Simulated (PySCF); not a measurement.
Worked example: entropy of an ideal gas

Si(Me)(Cl)3 (CH3Cl3Si), SMILES C[Si](Cl)(Cl)Cl.

Geometry: B3LYP-D3(BJ)/def2-SVP. The isomer is the one that the SMILES or the coordinates give; other isomers of the formula were not compared.

B3LYP-D3(BJ)/def2-SVP (PySCF) gives the harmonic wavenumbers 153, 153, 164, 214, 214, 227, 444, 583, 583, 754, 818, 818, 1279, 1424, 1424, 3041, 3144, 3144 cm⁻¹ and the rotational temperatures 0.0817, 0.0817, 0.0605 K. The molar mass is 149.47 g/mol, the symmetry number 3, the spin multiplicity 1.

Work out the entropy at 298.15 K and 1 atm in the rigid-rotor, harmonic-oscillator model.


Translation (Sackur–Tetrode at 1 atm): S = R[1.5 ln M + 2.5 ln T − 1.16487] = 171.2 J/(mol K).
Rotation: q = (√π/σ) T^1.5/√(θA θB θC) = 151000, S = R[ln q + 3/2] = 111.6 J/(mol K).
Vibration: with u = 1.4388 ν/T, each mode gives R[u/(e^u − 1) − ln(1 − e^−u)]:
```csv
ν (cm⁻¹),modes,u,S (J/(mol K))
153,2,0.74,22.05
164,1,0.79,10.47
214,2,1.03,16.81
227,1,1.10,7.96
444,1,2.14,3.41
583,2,2.81,4.02
754,1,3.64,1.04
818,2,3.95,1.62
1279,1,6.17,0.12
1424,2,6.87,0.14
```
The stiffer modes add less than 0.005 each. Sum 67.6 J/(mol K).
Spin: R ln 1 = 0.0 J/(mol K).
Total 350.5 J/(mol K); the program's own thermochemistry gives 350.5. Translation makes up 49 % and vibration 19 %. Anharmonicity, hindered rotation and orbital degeneracy are left out.
